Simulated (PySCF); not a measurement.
Compound: CH₅B₂Cl.
Bonds: B1–C2, C2–B3, B3–Cl4. Hydrogens: H5, H6 on B1; H7, H8 on C2; H9 on B3.

Method used: PBE0-D3(BJ)/def2-SVP geometry optimisation, gas phase in PySCF 2.14.0.

Question: Give the optimised bond lengths and angles.

Answer: 
```json
{"bond": "B1–C2", "length (Å)": "1.558"}
{"bond": "C2–B3", "length (Å)": "1.554"}
{"bond": "B3–Cl4", "length (Å)": "1.755"}
{"bond": "B1–H5, B1–H6", "length (Å)": "1.210"}
{"bond": "C2–H7", "length (Å)": "1.097"}
{"bond": "C2–H8", "length (Å)": "1.110"}
{"bond": "B3–H9", "length (Å)": "1.205"}
```

Bonds in one row agree within 0.01 Å and their mean is given. A selection of angles:
```json
{"angle": "C2–B1–H5", "degrees": "121.3"}
{"angle": "C2–B1–H6", "degrees": "120.1"}
{"angle": "H5–B1–H6", "degrees": "118.5"}
{"angle": "B1–C2–B3", "degrees": "106.9"}
{"angle": "B1–C2–H7", "degrees": "114.7"}
{"angle": "B1–C2–H8", "degrees": "104.6"}
{"angle": "B3–C2–H7", "degrees": "114.0"}
{"angle": "B3–C2–H8", "degrees": "103.4"}
{"angle": "H7–C2–H8", "degrees": "112.2"}
{"angle": "C2–B3–Cl4", "degrees": "121.1"}
{"angle": "C2–B3–H9", "degrees": "122.5"}
{"angle": "Cl4–B3–H9", "degrees": "116.3"}
```

Torsions: B1–C2–B3–Cl4 -110° (anticlinal). The mirror-image conformer, all signs reversed, is as good.

B1 (three-coordinate boron) is planar (angles 121.3°, 120.1° and 118.5°, sum 360.0°, 0.01 Å off the plane of its three neighbours). B3 (three-coordinate boron) is planar (angles 122.5°, 121.1° and 116.3°, sum 360.0°, 0.01 Å off the plane of its three neighbours).

Point group: C1 (no symmetry element, even within 0.4 Å). Not checked by PBE0-D3(BJ)/def2-SVP frequencies. The numbers are those of one conformer (H–B1–C2–B3 117° and -62°, B1–C2–B3–Cl4 -110°).
